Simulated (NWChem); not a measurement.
Species: hydrogen selenide (H2Se); SMILES [SeH2]

All runs: NWChem. Coordinates come from a PBE0-D3(BJ)/def2-TZVP optimisation. Level: PBE0/aug-cc-pVDZ; the question gives the wavelength of the field.

Q: Estimate the computed values for field static. Quantities: isotropic polarisability (bohr³); anisotropy (bohr³).

A: 
```json
{
 "isotropic polarisability (bohr³)": "30.0",
 "anisotropy (bohr³)": "0.8"
}
```
